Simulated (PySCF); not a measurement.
Run record: geometry optimisation, `C#C[Si@@H](F)C(F)(F)F`.

Method: PBE0-D3(BJ)/def2-SVP geometry optimisation, gas phase (PySCF 2.14.0). Start geometry: GFN2-xTB. The command runs a driver script over a list of jobs; the input below is this job's line of settings and its coordinates in Å.

Command:
```bash
OMP_NUM_THREADS=1 python probes_run.py task.json out
```

Input:
```
{"job": {"xc": "PBE0", "basis": "def2-SVP", "d3": "d3bj", "grid": 1, "shake": 0.01, "kind": "geom"}, "charge": 0, "multiplicity": 1}
C      2.612270    -0.479820     0.097310
C      1.512250     0.077420     0.173270
Si    -0.153000     0.875090     0.290430
F     -0.242060     2.040140    -0.799240
C     -1.412250    -0.490090    -0.280040
F     -2.682490    -0.024600    -0.273940
F     -1.396970    -1.559020     0.550190
F     -1.160140    -0.955490    -1.510510
H      3.529490    -0.916450     0.032180
H     -0.556670     1.411880     1.585570
```

Q: Estimate the output.

A: 
```
step   0  E = -803.26092848  max force = 0.082700
step   1  E = -803.26624500  max force = 0.005358
step   2  E = -803.26654745  max force = 0.002241
step   3  E = -803.26665253  max force = 0.001801
step   4  E = -803.26669533  max force = 0.001413
step   5  E = -803.26671930  max force = 0.000892
step   6  E = -803.26674184  max force = 0.000537
step   7  E = -803.26675565  max force = 0.000670
step   8  E = -803.26676758  max force = 0.000612
step   9  E = -803.26677621  max force = 0.000621
step  10  E = -803.26678376  max force = 0.000453
step  11  E = -803.26678931  max force = 0.000481
step  12  E = -803.26679265  max force = 0.000333
optimisation converged
```

Energies in Eh; «max force» is the largest Cartesian gradient component in Eh/bohr.

Q: Give the first gradient maximum in eV/Å.

A: With 1 Eh/bohr = 51.422 eV/Å, 4.253 eV/Å.

Q: How much energy does the optimisation release, in kJ/mol?

A: E(step 0) − E(last step) = 0.005864 Eh, which is 15.4 kJ/mol.

In short: final energy -803.26679 Eh after 12 steps; dipole 2.68 D.

Q: Give the final coordinates.

A: 0.059 Å rms from the input after alignment:
```
atom  x, y, z in Å
C1     2.6296   -0.1937    0.1980
C2     1.4866    0.2215    0.2072
Si3   -0.2284    0.8119    0.2355
F4    -0.4287    2.0149   -0.8268
C5    -1.3779   -0.6229   -0.3310
F6    -2.6578   -0.2274   -0.3704
F7    -1.3003   -1.6473    0.5316
F8    -1.0604   -1.0877   -1.5429
H9     3.6415   -0.5609    0.1883
H10   -0.6535    1.2707    1.5763
```

Q: Estimate the wall time. Hardware: Arm Neoverse V1, one thread, shared host. And the peak memory of the process?

A: About 87 s, with 0.52 GiB resident at the peak, the Python interpreter and its libraries included.
Labels such as C1 count atoms from 1, the log's own numbers from 0.
